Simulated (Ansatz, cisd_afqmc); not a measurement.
System: CHCl, charge 0, singlet. A triplet may lie lower; no result for it is given here. CHCl (SMILES [CH]Cl).
B3LYP-D3(BJ)/def2-TZVP minimum from Ansatz (a first-principles code):
```
C
H 1 1.1091
Cl 1 1.6972 2 102.31
```

Total energies in cc-pV(D+d)Z, 12 correlated electrons, 6 frozen orbitals. Open shells are spin-unrestricted; no spin-orbit coupling. Correlated methods leave the cores frozen. No relativity. AFQMC is phaseless with a CISD trial state; ± is one standard error, without the phaseless bias. Outlying blocks are dropped, and bars are widened where a walk drifts. Over all cases where full CI ran beside it in this data, AFQMC minus full CI had a median of +0.1 mEh and passed +0.4 mEh in a tenth of the cases. The restricted determinant of CHCl ([CH]Cl, singlet) is unstable towards broken spin symmetry in at least one set run.

```tsv
method	program	energy (Eh)	minus CCSDTQ (mEh)
HF	Ansatz	-497.82963	293.87
MP2	Ansatz	-498.07994	43.56
CCSD	Ansatz	-498.11242	11.08
CCSD(T)	Ansatz	-498.12172	1.77
CCSDT(Q)	Ansatz	-498.12355	-0.06
CCSDTQ	Ansatz	-498.12350	0.00
AFQMC/CISD	cisd_afqmc	-498.1229 ± 0.0004	0.6 ± 0.4
```

Rough core times of Ansatz's runs on a shared machine: CCSD(T) under 20 s, CCSDT(Q) 20 s, CCSDTQ 10 min.
